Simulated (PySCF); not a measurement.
# Löwdin shares of the frontier orbitals

Compound: CH7F2NSi2.
Z-matrix (Å and degrees, GFN2-xTB geometry), rows numbered from 1:
```
N 
Si  1  1.7262
Si  2  2.3120  1  103.87
C   3  1.9373  2  106.56  1  -178.35
F   4  1.3666  3  110.10  2    58.90
F   4  1.3667  3  110.20  2   -57.24
H   1  1.0069  2  118.60  3  -169.03
H   1  1.0069  2  119.72  3    53.03
H   2  1.4659  1  103.66  3   120.05
H   2  1.4768  1  114.76  3  -122.98
H   3  1.4684  2  119.29  1    67.00
H   3  1.4719  2  118.60  1   -64.13
H   4  1.0975  3  116.88  2  -179.19
```

The calculation used PySCF 2.14.0, density-fitted response routines, TDDFT CAM-B3LYP/def2-SVPD, vertical, gas phase, core orbitals frozen in the response.

Frontier orbitals with the atoms that hold most of them (Löwdin shares over 4%, at most four atoms; ? is withheld):

```json
{"orbital": "HOMO-3", "ε (eV)": "-11.21", "atoms": "Si3 25%, Si2 17%, H11 16%, H12 12%"}
{"orbital": "HOMO-2", "ε (eV)": "-10.52", "atoms": "Si3 29%, Si2 21%, H12 9%, H9 7%"}
{"orbital": "HOMO-1", "ε (eV)": "-9.87", "atoms": "C4 23%, Si3 18%, F6 12%, F5 12%"}
{"orbital": "HOMO", "ε (eV)": "-8.98", "atoms": "?"}
{"orbital": "LUMO", "ε (eV)": "0.20", "atoms": "?"}
{"orbital": "LUMO+1", "ε (eV)": "1.13", "atoms": "Si3 34%, Si2 21%, H11 14%, H10 6%"}
{"orbital": "LUMO+2", "ε (eV)": "1.30", "atoms": "Si3 31%, Si2 26%, H12 11%, H10 5%"}
```

Give the leading atoms of the HOMO.

N1 (bonded to Si and 2 H) 51%; Si2 (bonded to N, Si and 2 H) 16%; H10 (bonded to Si) 10%; Si3 (bonded to C, Si and 2 H) 6%. By element: nitrogen 51%, silicon 22%, hydrogen 10% or more.

Which atoms hold the LUMO, and with what shares?

Si2 (bonded to N, Si and 2 H) 26%; Si3 (bonded to C, Si and 2 H) 22%; N1 (bonded to Si and 2 H) 8%; H12 (bonded to Si) 7%. By element: silicon 48%, nitrogen 8%, hydrogen 7% or more.

The HOMO–LUMO gap is 9.18 eV. Where does the response calculation put the lowest singlet, and from which orbitals?

S1 is at 5.77 eV (f = 0.0042), 3.40 eV below the gap, made of HOMO→LUMO (94%). Without the coupling terms of the response equations the lowest excitation would equal the gap.

Give energy, strength and leading configuration of S1 and S5, and follow the Löwdin shares of the leading atoms from the occupied to the empty orbital.

- S1 (5.77 eV, f 0.0042), HOMO→LUMO (94%): N1 51% → 8%, Si2 16% → 26%, Si3 6% → 22%
- S5 (7.49 eV, f 0.063), HOMO-2→LUMO (75%): Si3 29% → 22%, Si2 21% → 26%

One conformer stands for the species.
